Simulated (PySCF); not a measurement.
Positional isomers: propene cyano+boryl. All species are isolated molecules in the gas phase. One relaxed conformer stands for each flexible species; it need not be the lowest. Strings in code marks are SMILES.

All values below come from TPSSh-D3(BJ)/def2-TZVP // CAM-B3LYP-D3(BJ)/def2-TZVP (PySCF). Excitations are Tamm–Dancoff values on a coarser integration grid. The basis has no diffuse functions, so Rydberg states are missing or too high.

```json
[
 {"species": "`N#C/C=C(/B)C`", "HOMO–LUMO gap (eV)": "(withheld)", "T1 excitation (TDA) (eV)": "(withheld)", "LUMO (eV)": "-3.38"},
 {"species": "`C(=C\\CC#N)/B`", "HOMO–LUMO gap (eV)": "(withheld)", "T1 excitation (TDA) (eV)": "3.66", "LUMO (eV)": "-2.81"},
 {"species": "`C(#N)C/C=C\\B`", "HOMO–LUMO gap (eV)": "5.13", "T1 excitation (TDA) (eV)": "3.50", "LUMO (eV)": "-2.98"},
 {"species": "`BC/C=C\\C#N`", "HOMO–LUMO gap (eV)": "5.04", "T1 excitation (TDA) (eV)": "3.78", "LUMO (eV)": "-2.16"}
]
```

### Question
Some entries are withheld; supply them.

### Answer

- `N#C/C=C(/B)C`, HOMO–LUMO gap (eV): 4.40
- `N#C/C=C(/B)C`, T1 excitation (TDA) (eV): 2.99
- `C(=C\CC#N)/B`, HOMO–LUMO gap (eV): 5.33
